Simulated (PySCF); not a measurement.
# Relaxation of doublet IrSCl2

These are results of PySCF, UB3LYP, basis Ir def2-SVP with ECP60, S def2-SVP, Cl def2-SVP (scalar-relativistic core potentials, no spin–orbit coupling, density fitting), not measurements. A (50,194) grid was used.

A hand-made trigonal planar start, of C2v symmetry, held to at least that symmetry:

```xyz
4
charge 0 multiplicity 2, angstrom
Ir   -0.0177   -0.0307    0.0000
S    -1.0627   -1.8407    0.0000
Cl    2.1923   -0.0307    0.0000
Cl   -1.1227    1.8832    0.0000
```

What does it relax to?

It ends at C2v with Ir–Cl 2.228 Å (×2), Ir–S 2.058 Å; Cl–Ir–Cl 126.4°, Cl–Ir–S 116.8° (×2). The frequency run here used a shortcut that can spoil soft modes, so no verdict on minimum or saddle point is given. Other isomers or separated fragments may lie lower.

How much energy is released, and in how many steps?

3.3 kJ/mol in 5 steps.

Open d and f shells are described by one determinant, and the ground state may have another occupation or spin. Spin–orbit coupling, left out here, can matter for elements this heavy.
